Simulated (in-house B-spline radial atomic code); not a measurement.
Orbital energies and mean radii along the 50-electron series, configuration 1s2 2s2 2p6 3s2 3p6 3d10 4s2 4p6 4d10 4f5/2(2) 5s2. The effective charge is n√(-2ε), a non-relativistic measure. Computed with an all-electron radial atomic-structure program (B-spline basis): Dirac-Hartree-Fock, jj configuration that fills j = l - 1/2 first, finite nuclei.

```csv
ion,Z,energy of 3d5/2 (Eh),mean radius of 3d5/2 (bohr),energy of 4d5/2 (Eh),mean radius of 4d5/2 (bohr),energy of 5s1/2 (Eh),mean radius of 5s1/2 (bohr),energy of 4s1/2 (Eh),mean radius of 4s1/2 (bohr),effective charge of 3d5/2
Pr9+,59,-40.034,0.24815,-9.3045,0.71809,-5.7577,1.3581,-16.748,0.61973,26.844
Nd10+,60,-43.007,0.24244,-10.573,0.69243,-6.607,1.2988,-18.378,0.60262,27.823
Pm11+,61,?,?,?,?,?,?,?,?,?
Sm12+,62,-49.312,0.23178,-13.32,0.64637,-8.4518,1.1954,-21.881,0.57075,29.793
Eu13+,63,?,?,?,?,?,?,?,?,?
Gd14+,64,-56.084,0.22201,-16.341,0.60626,-10.488,1.1083,-25.7,0.54174,31.773
```

Fill in the row of Pm11+.

energy of 3d5/2 (Eh): -46.1; mean radius of 3d5/2 (bohr): 0.23699; energy of 4d5/2 (Eh): -11.912; mean radius of 4d5/2 (bohr): 0.66858; energy of 5s1/2 (Eh): -7.5052; mean radius of 5s1/2 (bohr): 1.2448; energy of 4s1/2 (Eh): -20.089; mean radius of 4s1/2 (bohr): 0.58631; effective charge of 3d5/2: 28.806.

Fill in the row of Eu13+.

energy of 3d5/2 (Eh): -52.64; mean radius of 3d5/2 (bohr): 0.22679; energy of 4d5/2 (Eh): -14.797; mean radius of 4d5/2 (bohr): 0.62564; energy of 5s1/2 (Eh): -9.4462; mean radius of 5s1/2 (bohr): 1.1501; energy of 4s1/2 (Eh): -23.751; mean radius of 4s1/2 (bohr): 0.55591; effective charge of 3d5/2: 30.782.

How does the screening of 3d5/2 change?

Z less the effective charge goes from 32.16 at Z = 59 to 32.23 at Z = 64.
